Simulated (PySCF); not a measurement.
**Exercise with solution: oscillator strength and radiative lifetime**

Si(Cl)(Br)(vinyl)(NH2) (C₂H₅BrClNSi), SMILES C=C[Si](N)(Cl)Br.

Geometry optimised at B3LYP-D3(BJ)/def2-SVP. One conformer was computed; it need not be the lowest.

TDDFT-PBE/def2-SVPD in PySCF puts the first singlet state with f over 0.02 at 5.29 eV (vertical), with the transition dipole (0.343, -0.057, 0.304) in atomic units.

Task: Find the oscillator strength, the wavelength and the radiative lifetime that this transition would have in vacuum if emission retraced absorption.

Result: 
|μ|² = 0.2133 au, so |μ| = 1.17 D. ΔE = 5.29/27.211 = 0.1944 hartree. f = (2/3) ΔE |μ|² = 0.028 (the program prints 0.028).
λ = 1239.84/5.29 = 234 nm; ν = 42667 cm⁻¹.
Einstein's coefficient A = 0.6670 ν² f s⁻¹ (ν in cm⁻¹) = 3.4e7 s⁻¹, so τ = 1/A = 30 ns. This state is S3; the lower singlets have f = 0.002, 0.014. The figure is the radiative limit of this one transition; relaxation, internal conversion, crossing to triplets and a medium change what is measured.
